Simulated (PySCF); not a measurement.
C₇H₅F₃OS.
Atom-mapped SMILES: `[F:1][C:2]([F:3])([F:4])[O:5][c:6]1[cH:7][cH:8][c:9]([SH:10])[cH:11][cH:12]1` (hydrogens: H13 on C7; H14 on C8; H15 on S10; H16 on C11; H17 on C12)

Computed, not measured: PySCF, PBE0-D3(BJ)/def2-SVP geometry optimisation, gas phase.

**Question.** List the bond lengths, angles and torsions at this level.

**Answer.** 
| bond | length (bohr) | order |
| --- | --- | --- |
| F1–C2, C2–F3 | 2.521 | single |
| C2–F4 | 2.489 | single |
| C2–O5 | 2.538 | single |
| O5–C6 | 2.610 | single |
| C6–C7, C6–C12 | 2.632 | aromatic |
| C7–C8, C11–C12 | 2.628 | aromatic |
| C8–C9, C9–C11 | 2.645 | aromatic |
| C9–S10 | 3.337 | single |
| C7–H13, C12–H17 | 2.060 | single |
| C8–H14, C11–H16 | 2.064 | single |
| S10–H15 | 2.548 | single |

Bonds in one row agree within 0.02 bohr and their mean is given. Orders are formal, as drawn. A selection of angles:
| angle | degrees |
| --- | --- |
| F1–C2–F3 | 107.3 |
| F1–C2–O5 | 112.4 |
| F3–C2–F4 | 108.7 |
| F4–C2–O5 | 107.6 |
| C2–O5–C6 | 121.9 |
| O5–C6–C7 | 124.8 |
| O5–C6–C12 | 115.0 |
| C7–C6–C12 | 120.3 |
| C6–C7–C8 | 119.3 |
| C6–C7–H13 | 121.4 |
| C8–C7–H13 | 119.3 |
| C7–C8–C9 | 121.2 |
| C7–C8–H14 | 118.8 |
| C9–C8–H14 | 119.9 |
| C8–C9–S10 | 118.1 |
| C8–C9–C11 | 118.6 |
| S10–C9–C11 | 123.3 |
| C9–S10–H15 | 96.6 |
| C9–C11–C12 | 120.5 |
| C11–C12–H17 | 121.0 |
| C6–C12–H17 | 118.9 |

Torsions: F1–C2–O5–C6 -65° (synclinal); C2–O5–C6–C7 9° (synperiplanar); H15–S10–C9–C8 180° (antiperiplanar). The mirror-image conformer, all signs reversed, is as good.

The 2 C–O bonds span 1.343 Å (C2–O5, drawn single) to 1.381 Å (O5–C6, drawn single), a spread of 0.038 Å. The 6-membered ring C6–C7–C8–C9–C11–C12 has internal angles of 118.6° to 121.2° (sum 720°, against 720° for a flat polygon); it is planar, 0.00 Å rms from its mean plane, widest ring torsion 0°. Of the pairs four or more bonds apart, F1···H13 is among the closest relative to their van der Waals radii: 2.42 Å, 91 % of the sum of Bondi's values. O5 (aryl ether oxygen) is bent (angle 121.9°).

Point group: near Cs, missed by 0.25 Å at most; the miss may be what the optimiser left on a soft mode. PBE0-D3(BJ)/def2-SVP frequencies: not computed here. The numbers are those of one conformer (C2–O5–C6–C7 9°, C8–C9–S10–H 180°).
